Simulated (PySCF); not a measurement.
# Electron correlation in Cd (cadmium, neutral)

[Kr] 4d9 5s2 5p1, one real determinant (an excited configuration). Calculation: PySCF 2.14, in aug-cc-pwCVTZ-PP with ECP28MDF (8s8p7d4f3g, 122 functions); a scalar-relativistic core potential. Frozen: 4s2 4p6; 12 electrons correlated.

MP2 pair energies summed by pair of shells (mhartree):

```
 pair   energy  share (%)
4d-4d  -314.86       72.2
4d-5s   -75.51       17.3
5s-5s   -17.58        4.0
4d-5p   -15.20        3.5
5s-5p   -12.91        3.0
```

Total MP2 correlation energy: -436.06 mhartree.

Same-spin part -154.41 and opposite-spin part -281.65 mhartree; SCS-MP2 scales them by 1/3 and 6/5 to -389.45 mhartree.

The reference is one real determinant that mixes LS terms of this configuration.
